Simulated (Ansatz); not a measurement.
`F[CH2][Zn][F]` + NH₃ → `[NH2][Zn][CH2]F` + H–F at 500 K and 1 bar (ligand exchange at a Zn–F bond).

Computed with Ansatz on PBE0-D4/def2-TZVP structures; ΔE is electronic, products minus reactants. CCSD(T)/CBS adds triple-zeta CCSD(T) − MP2 to the extrapolated MP2 energy (def2 sets, frozen cores). This one scheme is used for every species. For Zn outer-core shells are correlated without core-valence functions, which leaves a few kJ/mol of doubt a bond. Scalar relativity is left out up to krypton. Each species was taken in one conformer, which may not be the lowest.

```tsv
species	CCSD(T)/CBS energy (Eh)	H − E (kJ/mol)	S (J/(mol·K))
`F[CH2][Zn][F]`	-2017.23103	114.0	353.7
NH₃	-56.50880	108.2	211.8
`[NH2][Zn][CH2]F`	-1973.31959	180.6	389.2
H–F	-100.39570	39.4	188.7
```

H − E and S are ideal-gas, rigid-rotor, harmonic terms from PBE0-D4/def2-TZVP, for one conformer and one mirror image of each species. 1 Eh = 2625.50 kJ/mol, R = 8.31446 J/(mol·K).

Question: By hand: ΔE, ΔH, ΔS and ΔG.

Answer: ΔE = (-1973.31959) + (-100.39570) − (-2017.23103) − (-56.50880) = 0.02454 Eh = 64.4 kJ/mol. Δ(H − E) = 180.6 + 39.4 − 114.0 − 108.2 = -2.2, so ΔH = 62.2 kJ/mol. ΔS = 389.2 + 188.7 − 353.7 − 211.8 = 12.4 J/(mol·K). ΔG = 62.2 − 500 × (12.4)/1000 = 56.0 kJ/mol.

Question: By hand: the equilibrium constant, and the temperature at which ΔG would vanish if ΔH and ΔS stayed fixed.

Answer: log₁₀ K = −ΔG/(RT ln 10) = -5.9. ΔG = 0 at ΔH/ΔS = 5016 K, far beyond where these terms or the molecules hold.

The number of gas molecules stays the same, so ΔS is small and ΔH decides. A doubt of 5 kJ/mol in ΔE shifts log₁₀ K by 0.5 here. Other conformers and mirror images would add mixing entropy, several J/(mol·K) or more a flexible species. These are equilibria of isolated gas molecules and say nothing of rates. Largest T1 diagnostic: 0.016 (customary marks: 0.02 for closed shells, 0.045 for open ones).
